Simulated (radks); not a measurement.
Charge is removed step by step from the 5s down level of neutral barium, starting from [Kr] 4d10 5s(up 1, down 1) 5p6 6s2. Method: scalar-relativistic Kohn-Sham, PBE, spin-polarised, spherical densities, finite nucleus; Fermi nuclear charge, rms radius 4.8378 fm; computed with a radial shooting solver on a logarithmic mesh with Libxc functionals.

| removed (e) | E - E(0) (eV) | eigenvalue (eV) | E minus straight line (eV) |
|---|---|---|---|
| 0 | 0.000 | -33.672 | 0.000 |
| 0.1 | 3.413 | -34.612 | -0.443 |
| 0.2 | 6.921 | -35.569 | -0.791 |
| 0.3 | 10.526 | -36.540 | -1.043 |
| 0.4 | 14.228 | -37.525 | -1.197 |
| 0.5 | 18.029 | -38.522 | -1.252 |
| 0.6 | 21.930 | -39.532 | -1.207 |
| 0.7 | 25.934 | -40.552 | -1.060 |
| 0.8 | 30.039 | -41.584 | -0.811 |
| 0.9 | 34.248 | -42.625 | -0.458 |
| 1 | 38.562 | -43.675 | 0.000 |

Removing the whole electron costs 38.562 eV by Delta-SCF, against 33.672 eV from minus the eigenvalue at the starting occupation. Slater's transition state (half an electron removed) gives 38.522 eV. Integrating minus the eigenvalue over the occupation (Janak's theorem) gives 38.572 eV. In this scalar-relativistic scheme the density is built from large components alone, so the theorem holds only approximately. The mean slope of the eigenvalue, de/dn, is 10.0 eV per electron.
